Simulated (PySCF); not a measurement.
Se(SeH)(OSiH3) (H₄OSe₂Si), SMILES [SiH3]O[Se][SeH].

The structure is a stationary point at PBE0-D3(BJ)/def2-SVP. Other conformers were not sampled.

The numbers are results of PBE0-D3(BJ)/def2-SVP (PySCF), not measurements.

Frequencies are harmonic and unscaled.

```
mode  ν (cm⁻¹)  IR (km/mol)  Raman (Å⁴/amu)  depolarisation  moving atoms (share of kinetic energy)
----  --------  -----------  --------------  --------------  --------------------------------------
1           57          0.7             1.0            0.63         Se 35 %, Si 34 %, H 23 %, O 8 %
2           96          0.1             0.8            0.55                 H 76 %, Se 13 %, Si 9 %
3          150          1.7             0.6            0.32        Si 34 %, O 28 %, H 22 %, Se 16 %
4          209          3.4             4.3            0.61                 O 62 %, Se 24 %, H 12 %
5          300          7.5             5.9            0.30                                 Se 98 %
6          350          9.0            11.7            0.72                                  H 93 %
7          541         27.7            24.3            0.31        O 51 %, Se 19 %, H 18 %, Si 13 %
8          708         36.1             9.2            0.73                          H 84 %, Si 8 %
9          726         67.0             8.5            0.23                 H 72 %, O 18 %, Si 10 %
10         747         15.4            35.6            0.58                                  H 97 %
11         878        378.4             1.4            0.66                         O 71 %, Si 27 %
12         933         73.0            24.0            0.75                                  H 96 %
13         946        121.1            16.2            0.73                                  H 95 %
14         974        168.2            15.5            0.74                                  H 93 %
15        2236         95.0           164.4            0.12                                  H 98 %
16        2239         85.9            56.9            0.31                                  H 96 %
17        2265        121.8           194.4            0.31                                  H 96 %
18        2401         15.3           224.8            0.29                                  H 99 %
```
